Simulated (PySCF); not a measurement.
An unknown is described by computed data only.

Formula: C2H5FSi.

- NMR, other nuclei: isotropic shieldings of nuclei other than C and H, by class: 415 (1 F), 367 (1 Si) ppm [GIAO CAM-B3LYP/pcSseg-2]
- Rotational structure: rotational constants A, B, C: 13.039, 4.287, 4.156 GHz [PBE0-D3(BJ)/def2-SVP]
- Dipole: 1.54 D [PBE0/def2-SVPD]
- 1H NMR: chemical shifts (computed TMS as zero) by class: 5.27 (1 H), 1.18 (2 H), 0.48 (2 H) ppm [GIAO CAM-B3LYP/pcSseg-2]
- 13C NMR: chemical shifts (computed TMS as zero) by class: -3.9 (2 C) ppm [GIAO CAM-B3LYP/pcSseg-2]
- XPS: Si2p3/2 107.8, C1s 290.3 (×2), F1s 692.4, Si1s 1847.7 eV [ΔSCF SCAN, pcX-2 on the ionised atom, pcseg-1 elsewhere, spin-free X2C, 2p3/2 from a spin–orbit splitting computed afterwards within the 2p shell]

Gas-phase values; electronic properties from PySCF, density fitting. Levels stand in brackets. Isolated species at its PBE0-D3(BJ)/def2-SVP geometry, gas phase. NMR values are class means; diastereotopic atoms form classes of their own.

Question: Propose a structure and show how it fits.

Answer: Numbering: `[F:1][SiH:2]1[CH2:3][CH2:4]1`. Its formula, C2H5FSi, gives 1 degree of unsaturation: 1 ring and 0 π bonds in the structure found. 2 carbons fall into 1 class: ring sp3 carbon bound to silicon [C3/C4] (-3.9 ppm, 2 C). Hydrogen classes from least to most shielded: 1 H on a fluorine-bound silicon, Si2 (5.27 ppm), 2 H on 2 like atoms (sp3 carbon bound to silicon), C3/C4 (1.18 ppm), 2 H on 2 like atoms (sp3 carbon bound to silicon), C3/C4 (0.48 ppm). The other shieldings belong to: 415 ppm, silicon-bound fluorine [F1]; 367 ppm, fluorine-bound silicon [Si2]. The core levels belong to: Si2p3/2 107.8 eV, fluorine-bound silicon [Si2]; C1s 290.3 eV, sp3 carbon bound to silicon [C3/C4]; F1s 692.4 eV, silicon-bound fluorine [F1]; Si1s 1847.7 eV, fluorine-bound silicon [Si2]. The optimised geometry has point group Cs and is an asymmetric top. Structure: `F[SiH]1CC1`. Computed isomers that give other values at the same levels: `F[C@@H]1C[SiH2]1` (core binding energies: Si2p3/2 106.9, C1s 290.4, C1s 292.4, F1s 692.2, Si1s 1846.6 eV); `C=C[SiH2]F` (core binding energies: Si2p3/2 107.9, C1s 290.6, C1s 291.1, F1s 692.1, Si1s 1847.8 eV). The assignments are read from this structure; whether some other isomer fits the data as well wasn't checked.
